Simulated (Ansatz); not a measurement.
`C[Se][Al]([F])[F]` + HCl → `C[Se][Al]([F])[Cl]` + H–F  (ligand exchange at the Al–F bond)

Calculated with Ansatz (gas phase, PBE0-D4/def2-TZVP geometries, no zero-point term in ΔE). CCSD(T)/CBS is the MP2 limit (def2-TZVPP, def2-QZVPP) plus CCSD(T) − MP2 in def2-TZVPP, frozen cores. This one scheme is used for every species. Functionals use def2-TZVPP. For Se outer-core shells are correlated without core-valence functions, which leaves a few kJ/mol of doubt a bond. Scalar relativity is left out up to krypton. Each species was taken in one conformer, which may not be the lowest.

CCSD(T)/CBS gives +17.4 kJ/mol.

Q: Another level gave +19.7 kJ/mol. Which?
A. BLYP/def2-TZVPP
B. BHLYP-D4/def2-TZVPP
C. PBE-QIDH/def2-TZVPP
D. BHLYP/def2-TZVPP

A: B. BHLYP-D4 19.7, BLYP 31.3, BHLYP 25.5, PBE-QIDH 14.7 kJ/mol.

Largest T1 diagnostic among the species: 0.011.

The D4 term adds −5.6 kJ/mol with B3LYP and −3.2 kJ/mol with PBE0; it sums over pairs of atoms, weighted by their polarisabilities, and B3LYP, whose exchange is more repulsive, gets the larger term. At CCSD(T), def2-SVP lies +7.5 kJ/mol from the extrapolated value and def2-TZVPP +3.1 kJ/mol.

B3LYP here is the variant with VWN-RPA as its local correlation; programs differ in this.
